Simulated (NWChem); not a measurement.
Molecule: BeNH2I; SMILES [NH2][Be][I]

```xyz
5

Be     0.0000     0.0000     1.5296
I      0.0000     0.0000    -0.6514
N      0.0000     0.0000     3.0256
H      0.0000    -0.8270     3.6138
H      0.0000     0.8270     3.6138
```
Atoms are numbered in this order, from 1.

Structure relaxed at the PBE0/def2-SVP level. def2 effective core potentials on I; no spin-orbit coupling.

Symmetry labels are those of C2v in the frame above (b1 and b2, or b-type labels, depend on it).

**Question.** List the 6 lowest vertical singlet excitations from LRC-wPBEh/def2-SVPD with def2 effective core potentials on I, TDA (NWChem).

**Answer.** 
```
state  energy (eV)  oscillator strength  symmetry  leading excitation (squared amplitude)
-----  -----------  -------------------  --------  --------------------------------------
S1            5.74                0.000        a2                    HOMO → LUMO+1 (0.81)
S2            5.99                0.006        b1                      HOMO → LUMO (0.81)
S3            6.45                0.000        a2                  HOMO−2 → LUMO+1 (0.79)
S4            6.50                0.017        a1                  HOMO−1 → LUMO+1 (0.67)
S5            6.54                0.088        b2                    HOMO−1 → LUMO (0.67)
S6            6.67                0.168        b1                    HOMO−2 → LUMO (0.58)
```
